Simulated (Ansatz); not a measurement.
Geometry optimisation of CH5NO2Si.

```yaml
crystal:
  periodic: [false, false, false]
  atoms:
    - {symbol: N, position_ang: [-1.050357, -0.243981, -0.692697]}
    - {symbol: C, position_ang: [-0.568580, -1.197551, 0.102426]}
    - {symbol: O, position_ang: [0.419047, -1.053647, 0.870139]}
    - {symbol: Si, position_ang: [1.568518, 0.559017, 1.097714]}
    - {symbol: O, position_ang: [0.976745, 1.400532, -0.362820]}
    - {symbol: H, position_ang: [-1.833522, -0.445754, -1.314625]}
    - {symbol: H, position_ang: [-0.458678, 0.632629, -0.759357]}
    - {symbol: H, position_ang: [-1.087059, -2.184929, 0.089925]}
    - {symbol: H, position_ang: [0.438653, 1.099053, 2.010541]}
    - {symbol: H, position_ang: [1.678432, 1.383532, -1.038346]}
basis:
  gaussian: {orbitals: def2-TZVP}
hamiltonian: {xc: pbe0, dispersion: d4}
relax: {f_tol: 0.005, max_steps: 150}
```

```sh
$ ansatz run in.yaml --threads 4 --pin off --events-out ev --progress --plain --max-ram 10444MiB
```

It prints (some lines left out):

```
Functional definition: PBE0
mean field -14572.94912081 eV, -535.5460022899 hartree, gradient 2.8e-5 eV, S^2 0.000000; 0 other end points of the search recorded, 0 dependent functions left out
relax step   1: F+E_penalty+E_count = -14573.12884569 eV  Δ(F+E_penalty+E_count) = +0.000e0 eV  max|allowed force component| = 7.950e-1 eV/Å  Δτ_max = 0.0000 Å  (29 SCF iters, accepted)
mean field -14573.00726478 eV, -535.5481390414 hartree, gradient 7.3e-6 eV, S^2 0.000000; 0 other end points of the search recorded, 0 dependent functions left out
relax step   2: F+E_penalty+E_count = -14573.18778335 eV  Δ(F+E_penalty+E_count) = -5.894e-2 eV  max|allowed force component| = 4.181e-1 eV/Å  Δτ_max = 0.0412 Å  (34 SCF iters, accepted)
mean field -14573.02323980 eV, -535.5487261128 hartree, gradient 2.5e-5 eV, S^2 0.000000; 0 other end points of the search recorded, 0 dependent functions left out
relax step   3: F+E_penalty+E_count = -14573.20436605 eV  Δ(F+E_penalty+E_count) = -1.658e-2 eV  max|allowed force component| = 1.486e-1 eV/Å  Δτ_max = 0.0386 Å  (34 SCF iters, accepted)
mean field -14573.02737108 eV, -535.5488779345 hartree, gradient 8.4e-6 eV, S^2 0.000000; 0 other end points of the search recorded, 0 dependent functions left out
relax step   4: F+E_penalty+E_count = -14573.20809537 eV  Δ(F+E_penalty+E_count) = -3.729e-3 eV  max|allowed force component| = 1.427e-1 eV/Å  Δτ_max = 0.0713 Å  (33 SCF iters, accepted)
mean field -14573.02902368 eV, -535.5489386663 hartree, gradient 6.7e-6 eV, S^2 0.000000; 0 other end points of the search recorded, 0 dependent functions left out
relax step   5: F+E_penalty+E_count = -14573.20997965 eV  Δ(F+E_penalty+E_count) = -1.884e-3 eV  max|allowed force component| = 5.019e-2 eV/Å  Δτ_max = 0.0242 Å  (34 SCF iters, accepted)
mean field -14573.02916791 eV, -535.5489439669 hartree, gradient 6.7e-6 eV, S^2 0.000000; 0 other end points of the search recorded, 0 dependent functions left out
relax step   6: F+E_penalty+E_count = -14573.21021251 eV  Δ(F+E_penalty+E_count) = -2.329e-4 eV  max|allowed force component| = 7.159e-2 eV/Å  Δτ_max = 0.0165 Å  (34 SCF iters, accepted)
mean field -14573.02965120 eV, -535.5489617274 hartree, gradient 6.6e-6 eV, S^2 0.000000; 0 other end points of the search recorded, 0 dependent functions left out
relax step   7: F+E_penalty+E_count = -14573.21067548 eV  Δ(F+E_penalty+E_count) = -4.630e-4 eV  max|allowed force component| = 1.868e-2 eV/Å  Δτ_max = 0.0087 Å  (35 SCF iters, accepted)
mean field -14573.02981961 eV, -535.5489679163 hartree, gradient 6.6e-6 eV, S^2 0.000000; 0 other end points of the search recorded, 0 dependent functions left out
relax step   8: F+E_penalty+E_count = -14573.21087308 eV  Δ(F+E_penalty+E_count) = -1.976e-4 eV  max|allowed force component| = 1.828e-2 eV/Å  Δτ_max = 0.0091 Å  (34 SCF iters, accepted)
mean field -14573.02991952 eV, -535.5489715879 hartree, gradient 6.8e-6 eV, S^2 0.000000; 0 other end points of the search recorded, 0 dependent functions left out
relax step   9: F+E_penalty+E_count = -14573.21105855 eV  Δ(F+E_penalty+E_count) = -1.855e-4 eV  max|allowed force component| = 1.754e-2 eV/Å  Δτ_max = 0.0200 Å  (34 SCF iters, accepted)
mean field -14573.02987750 eV, -535.5489700437 hartree, gradient 6.7e-6 eV, S^2 0.000000; 0 other end points of the search recorded, 0 dependent functions left out
relax step  10: F+E_penalty+E_count = -14573.21111054 eV  Δ(F+E_penalty+E_count) = -5.199e-5 eV  max|allowed force component| = 8.082e-3 eV/Å  Δτ_max = 0.0156 Å  (34 SCF iters, accepted)
mean field -14573.02985760 eV, -535.5489693126 hartree, gradient 6.7e-6 eV, S^2 0.000000; 0 other end points of the search recorded, 0 dependent functions left out
relax step  11: F+E_penalty+E_count = -14573.21111885 eV  Δ(F+E_penalty+E_count) = -8.310e-6 eV  max|allowed force component| = 5.940e-3 eV/Å  Δτ_max = 0.0029 Å  (35 SCF iters, accepted)
mean field -14573.02985846 eV, -535.5489693441 hartree, gradient 6.6e-6 eV, S^2 0.000000; 0 other end points of the search recorded, 0 dependent functions left out
relax step  12: F+E_penalty+E_count = -14573.21112492 eV  Δ(F+E_penalty+E_count) = -6.077e-6 eV  max|allowed force component| = 3.891e-3 eV/Å  Δτ_max = 0.0010 Å  (35 SCF iters, accepted)
mean field -14573.02985846 eV, -535.5489693441 hartree, gradient 6.6e-6 eV, S^2 0.000000; 1 other end points of the search recorded, 0 dependent functions left out
Total energy: -14573.21115346 eV, -535.5556318123 hartree
Atom 0 at    -1.063252    -0.238230    -0.646856 Å, force     0.000291    -0.000798    -0.000858 eV/Å
Atom 1 at    -0.542097    -1.190393     0.095838 Å, force    -0.003891     0.000141    -0.000094 eV/Å
Atom 2 at     0.468524    -1.059974     0.806527 Å, force     0.001478     0.001205     0.000723 eV/Å
Atom 3 at     1.521836     0.565560     1.096926 Å, force    -0.000268    -0.001070    -0.000190 eV/Å
Atom 4 at     1.047195     1.355592    -0.376041 Å, force     0.000127     0.000875     0.000144 eV/Å
Atom 5 at    -1.873350    -0.425892    -1.209617 Å, force    -0.000777    -0.000190     0.000278 eV/Å
Atom 6 at    -0.518306     0.630418    -0.740665 Å, force     0.001830     0.000497     0.000751 eV/Å
Atom 7 at    -1.050089    -2.160797     0.085335 Å, force     0.001305    -0.000545     0.000057 eV/Å
Atom 8 at     0.316091     1.079312     1.887798 Å, force    -0.000404    -0.000400    -0.000110 eV/Å
Atom 9 at     1.776647     1.393306    -0.996346 Å, force     0.000309     0.000285    -0.000700 eV/Å
Dipole moment:    -0.863775    -0.421200    -0.859009 e Å
```

Run time 31 s (4 threads of an Arm Neoverse V2 on a shared host); peak host memory 0.46 GiB.
